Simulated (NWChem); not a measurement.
BiF$_{2}$, doublet; SMILES [F][Bi][F]

Computed with NWChem. Spin-unrestricted. In the optimisation the excess spin sits in b2 (C2v, its own frame). All runs use the structure optimised with PBE0/def2-SVP, spin-unrestricted. This spin state was assumed; another may lie lower. No stability test was run on the SCF state. def2 effective core potentials on Bi; no spin-orbit coupling. Level SCAN/def2-SVP: energy and gradient on several grids; changes count from the extra-fine grid, which is no exact limit either.

```tsv
grid	size of the energy change (μHa)	largest change of a gradient component (μHa/bohr)
xcoarse	7000	7000
coarse	5000	2000
medium	3000	400
fine	1000	200
xfine	< 10	< 30
```
